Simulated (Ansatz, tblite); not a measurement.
Forces on Si3O3⁻ at its r2SCAN-D4/def2-SVPD geometry. Charge -1, multiplicity 2.

The xTB rows come from tblite. The structure comes from a short search, and lower isomers may exist.

GFN1-xTB (tblite), largest force 1.31 eV/Å:

```xyz
6
positions Å, forces eV/Å
Si   -0.165   -1.122    0.030    0.074   -1.000   -0.203
Si    0.888    1.557   -0.722   -0.063   -0.299    0.028
Si   -1.222    0.561    1.335    0.687    0.290   -0.674
O     0.875   -0.118   -0.919   -0.445    0.538    0.528
O    -0.123   -2.668   -0.209   -0.058    1.287    0.223
O    -0.253    1.789    0.487   -0.195   -0.815    0.099
```

GFN2-xTB (tblite), largest force 2.02 eV/Å:

```
Si -0.446 0.137 0.479
Si -0.916 -0.820 0.844
Si 1.282 -0.664 -1.410
O -0.632 0.559 0.724
O 0.140 1.309 0.021
O 0.572 -0.521 -0.657
```

ωB97M-V/def2-TZVPD (Ansatz), largest force 1.34 eV/Å:

```
Si 0.386 -0.734 -0.492
Si -0.738 -0.824 0.659
Si 0.307 0.245 -0.287
O -0.320 0.391 0.381
O -0.020 1.322 0.188
O 0.385 -0.400 -0.448
```
